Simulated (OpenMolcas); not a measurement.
Computed levels of 3d⁴ in ions with 22 electrons, in cm-1 above ⁵D₀.

- Program: OpenMolcas
- Method: SS-CASPT2, IPEA 0.25 Eh, imaginary shift 0.1 Eh
- Basis: ANO-RCC-VQZP
- Scalar Hamiltonian: DKH2, point nucleus
- Spin-orbit coupling: RASSI with atomic mean-field integrals over the reference wave functions, term energies averaged over their components

Active space for each ion: 4 electrons in 5 orbitals (3d); closed shells correlated by CASPT2: 3s 3p.

| Level | Mn3+ | Co5+ | Ni6+ | Cu7+ |
| --- | --- | --- | --- | --- |
| ⁵D₁ | 101 | 211 | 283 | 380 |
| ⁵D₂ | 297 | 614 | 820 | 1090 |
| ⁵D₃ | 579 | 1183 | 1569 | 2070 |
| ⁵D₄ | 939 | 1893 | 2490 | 3250 |
| ³P₀(1) | 20570 | 27490 | 30470 | 33310 |
| ³P₁(1) | 21170 | 28740 | 32150 | 35540 |
| ³H₄ | 21250 | 28690 | 32100 | 35440 |
| ³H₅ | 21460 | 29160 | 32750 | 36330 |
| ³H₆ | 21700 | 29660 | 33430 | 37230 |

**Question.** Estimate ⁵D₄, ³P₀(1), ³P₁(1) for Fe4+ from its neighbours Mn3+ and Co5+.

**Answer.** ⁵D₄ is fine structure, which grows about as the fourth power of a screened charge, so the fourth roots are averaged: ((939^0.25 + 1893^0.25) / 2)^4 = 1354. The calculation gives 1351, so the estimate is off by +0.2 %; the measured value is 1283 (Corliss and Sugar, J. Phys. Chem. Ref. Data 11, 135 (1982)).
³P₀(1) is another term, which grows about linearly with the charge: (20570 + 27490) / 2 = 24030. The calculation gives 24310, so the estimate is off by -1.2 %; the measured value is 24055 (Corliss and Sugar, J. Phys. Chem. Ref. Data 11, 135 (1982)).
³P₁(1) is another term, which grows about linearly with the charge: (21170 + 28740) / 2 = 24955. The calculation gives 25190, so the estimate is off by -0.9 %; the measured value is 24973 (Corliss and Sugar, J. Phys. Chem. Ref. Data 11, 135 (1982)).

CASPT2 does not keep the components of a term degenerate, so their means are used; among the terms shown or strongly mixed into the levels shown the widest spread is 51 cm-1 (3d⁴ ³H, Fe4+). Measured partners are found by configuration, term and J. A level has none where our copy of the source lacks it or the pairing is in doubt (some pairs that miss far off the trend of their configuration count as doubtful), and it then counts in no deviation. Levels of configurations outside the active space are missing.

A number in round brackets counts repeated terms of one configuration in the order of the reference energies.
